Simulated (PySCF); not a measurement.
A structure optimised at PBE0-D3(BJ)/def2-TZVP, used in a PySCF frequency run:

```xyz
7

Mg     0.0000     0.0000    -1.3377
O      0.0000     0.0000    -3.0962
H      0.0000     0.0000    -4.0429
Ge     0.0000     0.0000     1.2295
H      1.2292     0.7097     1.8404
H     -1.2292     0.7097     1.8404
H      0.0000    -1.4194     1.8404
```

Write its SMILES, formula and point group.

[OH][Mg][GeH3], GeH4MgO, C3v

What are its rotational constants (standard atomic weights)?

82.951, 1.5051, 1.5051 GHz
